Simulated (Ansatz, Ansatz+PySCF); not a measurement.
```xyz
4

O     0.0000    0.0000   -2.1389
O     0.0000    0.0000    2.1389
B    30.0000    0.0000   -0.7514
H    30.0000    0.0000    3.7571
```

Basis set: 6-31G (spherical functions). Left uncorrelated: 3 orbitals. Correlation on ROHF uses semicanonical orbitals with singles. Charge 0, multiplicity 3.

Computed with Ansatz (development build ahead of 0.2.0); each method stands on the lowest determinant of its kind that the runs found.

Give the atomization energy at this shape (free ground-state atoms in the same class of orbitals less the molecule, no zero-point energy) of triplet BHO₂ in separate pieces by UHF-CCSD(T), UHF-MP2, UHF, ROHF-CCSD(T), ROHF-MP2, ROHF.

| method | atomization energy |
| --- | --- |
| UHF-CCSD(T) | 0.00 eV |
| UHF-MP2 | 0.00 eV |
| UHF | 0.00 eV |
| ROHF-CCSD(T) | -4.63 eV |
| ROHF-MP2 | -5.81 eV |
| ROHF | -6.66 eV |

Caution for UHF-CCSD(T), UHF-MP2: bonds are stretched, where a single reference can fail. Caution for UHF-CCSD(T), UHF-MP2, UHF: the unrestricted determinant is a mixture of spin states. Caution for ROHF-CCSD(T), ROHF-MP2, ROHF: an unrestricted determinant lies well below; the molecule lies well above its atoms at this level. Caution for ROHF-CCSD(T), ROHF-MP2: large amplitudes, a single reference is doubtful. Caution for ROHF-CCSD(T): the program doubts this total; the program finds a lower state of this spin.

This basis has no polarisation functions and is too small for such energies, which can lie far from measured ones in either direction.
